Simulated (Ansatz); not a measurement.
Relaxation of CH$_{3}$NOSi (7 atoms, charge 0, multiplicity 1), to a largest force component of 0.02 eV/Å in at most 50 steps.

Level of theory: Ansatz 0.2.0, UKS PBE-D4/def2-SVP.

```xyz
7
Properties=species:S:1:pos:R:3:forces:R:3
N -1.078 -1.532 -0.413 -0.48 -1.67 0.08
C -0.297 -0.636 -0.058 -0.07 1.10 -0.34
O 0.769 -0.655 0.751 0.71 -1.11 0.83
Si 0.573 0.972 0.178 -0.57 -0.19 -0.38
H -1.822 -1.260 -1.045 -0.28 0.38 -0.32
H 0.178 1.815 1.284 -0.05 0.88 0.59
H 1.677 1.296 -0.697 0.74 0.60 -0.46
```

Question: Where does it end, and by what steps?

Answer: The run converged. After 8 steps the energy has fallen by 0.170 eV; H6 moved furthest, 0.10 Å.

| step | energy less start (eV) | largest force component (eV/Å) | accepted |
| --- | --- | --- | --- |
| 0 | 0.0000 | 1.667 | yes |
| 1 | -0.1367 | 0.665 | yes |
| 2 | -0.1653 | 0.231 | yes |
| 3 | -0.1661 | 0.266 | yes |
| 4 | -0.1694 | 0.056 | yes |
| 5 | -0.1697 | 0.102 | yes |
| 6 | -0.1701 | 0.026 | yes |
| 7 | -0.1701 | 0.026 | yes |
| 8 | -0.1701 | 0.016 | yes |

```xyz
7
Properties=species:S:1:pos:R:3
N -1.104 -1.596 -0.416
C -0.316 -0.674 -0.062
O 0.768 -0.732 0.771
Si 0.572 0.930 0.188
H -1.825 -1.234 -1.056
H 0.215 1.909 1.264
H 1.691 1.397 -0.690
```

Whether the end is a true minimum wasn't checked by a vibrational analysis.

Time of the run: 22 s on 2 threads of Intel(R) Xeon(R) Platinum 8259CL CPU @ 2.50GHz (Skylake/Cascade Lake) (shared host), peak memory 0.2 GiB.
